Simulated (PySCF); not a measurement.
(E)-1,2-dichloro-1,2-difluoroethene (C2Cl2F2), SMILES Cl/C(=C(/Cl)F)F.

Coordinates come from a B3LYP-D3(BJ)/def2-SVP optimisation.

Computed with PBE/def2-TZVP (PySCF).

```yaml
total_energy: -1195.74970 hartree
point_group: C2h
highest_occupied_level: -6.10 eV
lowest_empty_level: -1.39 eV
orbital_gap: 4.71 eV
dipole_moment: 0.00 D
quadrupole, principal values (traceless, Buckingham form, about the centre of nuclear charge): -3.31, -0.08, 3.39 D·Å
mean_static_polarisability: 51.6 bohr³ (7.64 Å³)
polarisability_principal_values: 31.5, 44.9, 78.4 bohr³
```
